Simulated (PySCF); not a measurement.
A series of substituents X on one scaffold: SiH2(OH)-X. All species are isolated molecules in the gas phase. One relaxed conformer stands for each flexible species; it need not be the lowest. Strings in code marks are SMILES.

Level of theory: PBE0-D4/def2-TZVP run with PySCF. Excitations are Tamm–Dancoff values on a coarser integration grid. The basis has no diffuse functions, so Rydberg states are missing or too high.

| species | HOMO (eV) | S1–T1 gap (TDA) (eV) | S1 oscillator strength |
|---|---|---|---|
| X = hydroxy (`O[SiH2]O` (H–O–Si–O torsion -66°, O–Si–O–H torsion -66°)) | -8.89 | 0.40 | [?] |
| X = amino (`N[SiH2]O`) | -7.78 | 0.48 | 0.034 |
| X = borono (`B(O)(O)[SiH2]O`) | [?] | 1.34 | 0.020 |
| X = AlH2 (`O[SiH2][AlH2]`) | -7.23 | 0.74 | [?] |

Q: Complete the blanks.

A: 
- X = hydroxy (`O[SiH2]O` (H–O–Si–O torsion -66°, O–Si–O–H torsion -66°)), S1 oscillator strength: 0.003
- X = borono (`B(O)(O)[SiH2]O`), HOMO (eV): -8.05
- X = AlH2 (`O[SiH2][AlH2]`), S1 oscillator strength: 0.009
